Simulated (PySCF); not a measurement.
C3H3, charge -1, singlet, geometry from GFN2-xTB; DF-CAMB3LYP/6-311++G** in PySCF.

The PySCF input:
```python
from pyscf import gto, scf, dft
import numpy

mol = gto.Mole()
mol.atom = '''
    C     0.127599    0.002351    0.979809
    C     0.049146   -0.650135   -0.428757
    C     0.030200    0.650860   -0.429411
    H    -1.005144   -0.013916    1.436906
    H    -0.096327   -1.508647   -1.082620
    H    -0.140201    1.504114   -1.084134
'''
mol.basis = '6-311++g**'
mol.charge = -1
mol.spin = 0
mol.verbose = 4
mol.build()
print('smallest overlap eigenvalue', numpy.linalg.eigvalsh(mol.intor('int1e_ovlp'))[0])

mf = dft.RKS(mol)
mf.xc = 'camb3lyp'
mf = mf.density_fit(auxbasis='def2-universal-jkfit')
mf = scf.addons.remove_linear_dep_(mf, threshold=1e-3, lindep=1e-3)
mf.kernel()
```

### Question
What does PySCF print? Leave out banner, timings and long lists.

### Answer

```
PySCF version 2.14.0

[INPUT] verbose = 4
[INPUT] num. atoms = 6
[INPUT] num. electrons = 22
[INPUT] charge = -1
[INPUT] spin (= nelec alpha-beta = 2S) = 0
[INPUT] symmetry False subgroup None
[INPUT] Mole.unit = angstrom
[INPUT] Symbol           X                Y                Z      unit          X                Y                Z       unit  Magmom
[...]
nuclear repulsion = 56.2305013282327
number of shells = 45
number of NR pGTOs = 132
number of NR cGTOs = 87
basis = 6-311++g**
ecp = {}
input.py:23: DeprecationWarning: remove_linear_dep_ is deprecated and will be removed in a future release. Linear dependency handling is now built into the SCF procedure by default. Linear dependency removal can be controlled using the following settings:
  pyscf.scf.hf.remove_overlap_zero_eigenvalue = True
  pyscf.scf.hf.overlap_zero_eigenvalue_threshold = 1e-6

  mf = scf.addons.remove_linear_dep_(mf, threshold=1e-3, lindep=1e-3)
smallest overlap eigenvalue 4.642705857887458e-05
Applying remove_linear_dep_ on SCF object.
Using canonical orthogonalization with threshold 0.001

******** <class 'pyscf.df.df_jk.DFRKS'> ********
method = DFRKS
initial guess = minao
damping factor = 0
level_shift factor = 0
DIIS = <class 'pyscf.scf.diis.CDIIS'>
diis_start_cycle = 1
diis_space = 8
diis_damp = 0
SCF conv_tol = 1e-09
SCF conv_tol_grad = None
SCF max_cycles = 50
direct_scf = False
XC library pyscf.dft.libxc version 7.1.2
    S. Lehtola, C. Steigemann, M. J. T. Oliveira, and M. A. L. Marques,  SoftwareX 7, 1–5 (2018)
XC functionals = camb3lyp
    T. Yanai, D. P. Tew, and N. C. Handy,  Chem. Phys. Lett. 393, 51 (2004)
radial grids:
    Treutler-Ahlrichs [JCP 102, 346 (1995); DOI:10.1063/1.469408] (M4) radial grids

becke partition: Becke, JCP 88, 2547 (1988); DOI:10.1063/1.454033
pruning grids: <function nwchem_prune>
grids dens level: 3
symmetrized grids: False
atomic radii adjust function: <function treutler_atomic_radii_adjust>
small_rho_cutoff = 0
Set gradient conv threshold to 3.16228e-05
Initial guess from minao.
tot grids = 71784
******** <class 'pyscf.df.df.DF'> ********
auxbasis = def2-universal-jkfit
Create RSH-DF object <pyscf.df.df.DF object> for omega=0.33
******** <class 'pyscf.df.df.DF'> ********
auxbasis = auxmol.basis = def2-universal-jkfit
init E= -116.185583931167
[...]
cycle= 1 E= -115.806897367814  delta_E= 0.379  |g|= 0.465  |ddm|= 2.54
[...]
cycle= 2 E= -115.170239872935  delta_E= 0.637  |g|= 1.18  |ddm|=  114
[...]
cycle= 3 E= -115.873850322203  delta_E= -0.704  |g|= 0.19  |ddm|=  114
[...]
cycle= 4 E= -115.884701705841  delta_E= -0.0109  |g|= 0.0826  |ddm|= 0.395
[...]
cycle= 5 E= -115.887202533877  delta_E= -0.0025  |g|= 0.0147  |ddm|= 0.363
[...]
cycle= 6 E= -115.887352329882  delta_E= -0.00015  |g|= 0.00305  |ddm|= 0.311
[...]
cycle= 7 E= -115.887379311492  delta_E= -2.7e-05  |g|= 0.00172  |ddm|= 0.165
[...]
cycle= 8 E= -115.88739381565  delta_E= -1.45e-05  |g|= 0.000702  |ddm|= 0.137
[...]
cycle= 9 E= -115.88739850751  delta_E= -4.69e-06  |g|= 0.000416  |ddm|= 0.119
[...]
cycle= 10 E= -115.887398219997  delta_E= 2.88e-07  |g|= 0.000437  |ddm|= 0.036
[...]
cycle= 11 E= -115.887398463936  delta_E= -2.44e-07  |g|= 0.000164  |ddm|= 0.0139
[...]
cycle= 12 E= -115.88739842376  delta_E= 4.02e-08  |g|= 0.000218  |ddm|= 0.00333
[...]
cycle= 13 E= -115.887398310197  delta_E= 1.14e-07  |g|= 0.000239  |ddm|= 0.00644
[...]
cycle= 14 E= -115.887398011384  delta_E= 2.99e-07  |g|= 0.000355  |ddm|= 0.0106
[...]
cycle= 15 E= -115.887397816605  delta_E= 1.95e-07  |g|= 0.000335  |ddm|= 0.00486
[...]
cycle= 16 E= -115.887397767935  delta_E= 4.87e-08  |g|= 0.000334  |ddm|= 0.00174
[...]
cycle= 17 E= -115.887397915348  delta_E= -1.47e-07  |g|= 0.000339  |ddm|= 0.00441
[...]
cycle= 18 E= -115.887397942505  delta_E= -2.72e-08  |g|= 0.000334  |ddm|= 0.00199
[...]
cycle= 19 E= -115.887397776872  delta_E= 1.66e-07  |g|= 0.000341  |ddm|= 0.00741
[...]
cycle= 20 E= -115.887397962405  delta_E= -1.86e-07  |g|= 0.00031  |ddm|= 0.0113
[...]
cycle= 21 E= -115.887398004455  delta_E= -4.21e-08  |g|= 0.000296  |ddm|= 0.00701
[...]
cycle= 22 E= -115.887398075225  delta_E= -7.08e-08  |g|= 0.000276  |ddm|= 0.00569
[...]
cycle= 23 E= -115.887398019178  delta_E= 5.6e-08  |g|= 0.000305  |ddm|= 0.00678
[...]
cycle= 24 E= -115.887398000126  delta_E= 1.91e-08  |g|= 0.000301  |ddm|= 0.00348
[...]
cycle= 25 E= -115.887398126066  delta_E= -1.26e-07  |g|= 0.000271  |ddm|= 0.00568
[...]
cycle= 26 E= -115.887398055273  delta_E= 7.08e-08  |g|= 0.000288  |ddm|= 0.00232
[...]
cycle= 27 E= -115.887398051997  delta_E= 3.28e-09  |g|= 0.000287  |ddm|= 0.000296
[...]
cycle= 28 E= -115.88739799973  delta_E= 5.23e-08  |g|= 0.000303  |ddm|= 0.00628
[...]
cycle= 29 E= -115.887397915054  delta_E= 8.47e-08  |g|= 0.000329  |ddm|= 0.00781
[...]
cycle= 30 E= -115.88739778082  delta_E= 1.34e-07  |g|= 0.000342  |ddm|= 0.0148
[...]
cycle= 31 E= -115.887397813445  delta_E= -3.26e-08  |g|= 0.000322  |ddm|= 0.00703
[...]
cycle= 32 E= -115.887397820914  delta_E= -7.47e-09  |g|= 0.000317  |ddm|= 0.000373
[...]
cycle= 33 E= -115.887397833427  delta_E= -1.25e-08  |g|= 0.000317  |ddm|= 0.00029
[...]
cycle= 34 E= -115.887398132957  delta_E= -3e-07  |g|= 0.000271  |ddm|= 0.00813
[...]
cycle= 35 E= -115.887397967436  delta_E= 1.66e-07  |g|= 0.000299  |ddm|= 0.00463
[...]
cycle= 36 E= -115.887398013089  delta_E= -4.57e-08  |g|= 0.000281  |ddm|= 0.00156
[...]
cycle= 37 E= -115.887397960387  delta_E= 5.27e-08  |g|= 0.000297  |ddm|= 0.00645
[...]
cycle= 38 E= -115.887398062435  delta_E= -1.02e-07  |g|= 0.000271  |ddm|= 0.00568
[...]
cycle= 39 E= -115.887397796221  delta_E= 2.66e-07  |g|= 0.000304  |ddm|= 0.0228
[...]
cycle= 40 E= -115.887397850205  delta_E= -5.4e-08  |g|= 0.000311  |ddm|= 0.00388
[...]
cycle= 41 E= -115.887397644018  delta_E= 2.06e-07  |g|= 0.000363  |ddm|= 0.0062
[...]
cycle= 42 E= -115.887397713964  delta_E= -6.99e-08  |g|= 0.000366  |ddm|= 0.00565
[...]
cycle= 43 E= -115.887397639474  delta_E= 7.45e-08  |g|= 0.000412  |ddm|= 0.00726
[...]
cycle= 44 E= -115.887397669838  delta_E= -3.04e-08  |g|= 0.000399  |ddm|= 0.0043
[...]
cycle= 45 E= -115.887397633142  delta_E= 3.67e-08  |g|= 0.000397  |ddm|= 0.00329
[...]
cycle= 46 E= -115.887397599837  delta_E= 3.33e-08  |g|= 0.000408  |ddm|= 0.000634
[...]
cycle= 47 E= -115.887398004254  delta_E= -4.04e-07  |g|= 0.000371  |ddm|= 0.0149
[...]
cycle= 48 E= -115.88739796272  delta_E= 4.15e-08  |g|= 0.000379  |ddm|= 0.00472
[...]
cycle= 49 E= -115.887397807807  delta_E= 1.55e-07  |g|= 0.000357  |ddm|= 0.0148
[...]
cycle= 50 E= -115.887397721665  delta_E= 8.61e-08  |g|= 0.000372  |ddm|= 0.00149
SCF not converged.
SCF energy = -115.887397721665
```

The run did not converge; its last values are not results.
